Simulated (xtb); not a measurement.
B(H)(Me)(NHMe) (C2H8BN), SMILES N(C)BC. All values are semi-empirical tight-binding results from xtb (GFN2-xTB unless named), good for trends rather than for accurate numbers. The structure is a stationary point at GFN2-xTB. This is a generated structure with no PubChem entry under its InChIKey; it may be hypothetical. The values are those of a single conformer.

Optimised geometry:

```xyz
12

B     -0.5927    -0.0960     0.8387
H     -1.5157    -0.3756     1.5103
C      0.6955     0.6114     1.4428
H      1.5906     0.0088     1.2934
H      0.6054     0.7917     2.5107
H      0.8839     1.5744     0.9697
N     -0.6762    -0.4095    -0.5045
C      0.2991    -0.1824    -1.5463
H     -1.5053    -0.8602    -0.8647
H     -0.1156     0.4507    -2.3365
H      0.6146    -1.1281    -1.9974
H      1.1713     0.3109    -1.1270
```
Charge 0, spin multiplicity 1.

| Property | Result |
|---|---|
| point group as xtb finds it | Cs |
| orbital gap | 6.03 eV |
| dipole moment | 1.92 D |
| zero-point energy | 64.7 kcal/mol |
| G − E(el) at 298.15 K (modified RRHO) | 46.8 kcal/mol |
| static polarisability (D4 model) | 49.2 bohr³ |
| solvation energy, GFN2-xTB/ALPB(water) | -2.2 kcal/mol |
| solvation energy, GFN2-xTB/ALPB(acetone) | -5.0 kcal/mol |

Question: Give the IR lines (harmonic; lines under 4 % of the strongest left out, lines within 3 cm⁻¹ merged). (An estimate is asked for; the answer gives what the named calculation found.)

Answer: ν (cm⁻¹): 582 (w), 741 (m), 899 (s), 949 (w), 1075 (m), 1161 (m), 1334 (m), 1394 (w), 1474 (m), 1510 (s), 2592 (vs), 2935 (m), 2959 (m), 3004 (m), 3013 (m), 3046 (m), 3057 (w) (against the strongest line: vs over 80 %, s over 45 %, m over 15 %, w over 4 %, vw less)

Computed atomic charges and the Wiberg bond orders between heavy atoms:
charges (e) B1 0.23, H2 -0.12, C3 -0.18, H4 0.02, H5 0.02, H6 0.02, N7 -0.22, C8 -0.04, H9 0.14, H10 0.03, H11 0.03, H12 0.06. Bond orders B1–C3 1.01, B1–N7 1.42, N7–C8 1.02.
